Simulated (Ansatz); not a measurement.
```yaml
crystal:
  periodic: [false, false, false]
  atoms:
    - {symbol: F, position_ang: [-1.707317, -1.638165, -0.365520]}
    - {symbol: Si, position_ang: [-0.069571, -1.463526, -0.496973]}
    - {symbol: F, position_ang: [0.604795, -2.741839, 0.054910]}
    - {symbol: O, position_ang: [0.422778, -0.127110, 0.243873]}
    - {symbol: Si, position_ang: [0.215870, 1.372400, 0.628131]}
    - {symbol: Cl, position_ang: [-0.460633, 2.489157, -0.909428]}
    - {symbol: H, position_ang: [0.245051, -1.396004, -1.911647]}
    - {symbol: H, position_ang: [1.512946, 1.913418, 1.015597]}
    - {symbol: H, position_ang: [-0.820651, 1.485026, 1.726482]}
basis:
  gaussian: {orbitals: def2-TZVPD}
hamiltonian: {xc: {name: wB97M-V}}
```

```sh
$ ansatz run in.yaml --threads 4 --pin off --events-out ev --progress --plain --max-ram 10444MiB
```

Shortened log:

```
Functional definition: wB97M-V
1579 factors; their error is unknown
456 factors; integrals over basis functions are off by at most 3.1e-5 eV
mean field evaluation 1: about -35810.5715 eV, gradient 6.1e1 eV
mean field evaluation 2: about -35809.7719 eV, gradient 6.8e1 eV
mean field evaluation 4: about -35816.0989 eV, gradient 1.9e0 eV
mean field evaluation 8: about -35816.1158 eV, gradient 1.6e-1 eV
mean field evaluation 16: about -35816.1473 eV, gradient 1.1e-4 eV
mean field -35816.14726097 eV, -1316.2191347840 hartree, gradient 2.8e-5 eV, S^2 0.000000; 0 other end points of the search recorded, 0 dependent functions left out
reference -35816.14735160 eV, -1316.2191381145 hartree; 37, 37 occupied and 242, 242 virtual orbitals, 1579 factors
Total energy: -35816.14735160 eV, -1316.2191381145 hartree
```

It took 12 s on 4 threads of an Intel Xeon Platinum 8175M on a shared host, with 1 GiB of host memory at the peak.
